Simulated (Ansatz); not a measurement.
Total energies of the cluster Be3Se2⁺ from Ansatz at r2SCAN-D4/def2-TZVP, gas phase (1 Eh = 27.2114 eV = 2625.5 kJ/mol). The reference geometry is relaxed at PBE-D4/def2-SVP.

```xyz
5

Be   -0.0373   -0.7730    1.0619
Be    0.6688    1.1305    0.0334
Be   -0.6314   -0.3573   -1.0955
Se    1.4158   -0.8214   -0.5481
Se   -1.4159    0.8212    0.5482
```

| state | geometry | energy (Eh) |
| --- | --- | --- |
| charge 1 doublet | reference | -4847.13874 |
| charge 0 singlet | reference | -4847.36567 |
| charge 1 quartet | relaxed at PBE-D4/def2-SVP | -4847.02797 |

Question: Work out the vertical electron affinity, to the singlet.

Answer: E(charge 1 doublet) − E(charge 0 singlet) = -4847.13874 − (-4847.36567) = 0.22693 Eh = 6.18 eV.

Question: Which of the charge 1 states is lowest, and how far above it are the others?

Answer: The doublet. quartet: -4847.02797 − (-4847.13874) = 0.11077 Eh = 290.8 kJ/mol.

A triplet lies near this restricted singlet, and broken spin symmetry wasn't tried. 

The structure comes from a short search, and lower isomers may exist.
